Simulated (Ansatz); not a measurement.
Calculated with Ansatz (gas phase, PBE0-D4/def2-TZVP geometries, no zero-point term in ΔE). CCSD(T)/CBS adds triple-zeta CCSD(T) − MP2 to the extrapolated MP2 energy (def2 sets, frozen cores). This one scheme is used for every species. DFT in def2-TZVPP. B3LYP here is the variant with VWN-RPA as its local correlation; programs differ in this. Each species was taken in one conformer, which may not be the lowest.

Consider the hydrogenolysis of a C–Si bond: `C[SiH2]C(=S)S` + H₂ → `S=CS` + `C[SiH3]`.

Problem. Is it downhill or uphill in electronic energy at CCSD(T)/CBS, and by how much? (Best estimate.)

Solution. Computed: Downhill: ΔE = -8.3 kJ/mol.

Problem. What do these levels give: PBE-D4, r2SCAN-D4, PBE0-D4, B3LYP-D4, ωB97X-V, MP2/def2-TZVPP, SCS-MP2/def2-TZVPP, CCSD/def2-TZVPP, MP2/def2-QZVPP, SCS-MP2/def2-QZVPP, HF/CBS(def2), CCSD/CBS(def2)? (Best estimate.)

Solution. Ansatz gave: PBE-D4 -6.0, r2SCAN-D4 -8.4, PBE0-D4 -11.1, B3LYP-D4 -11.0, ωB97X-V -16.1, MP2/def2-TZVPP -3.3, SCS-MP2/def2-TZVPP -12.9, CCSD/def2-TZVPP -20.8, MP2/def2-QZVPP -0.4, SCS-MP2/def2-QZVPP -10.2, HF/CBS(def2) -45.8, CCSD/CBS(def2) -15.9 kJ/mol.

Largest T1 diagnostic among the species: 0.018.

In def2-TZVPP, CCSD(T) changes the Hartree–Fock value by +32.7 kJ/mol (the triples alone add +7.6 kJ/mol) and MP2 by +42.6 kJ/mol. From PBE to PBE0 (25 % exact exchange), in def2-TZVPP and without D4, ΔE moves by −4.0 kJ/mol.
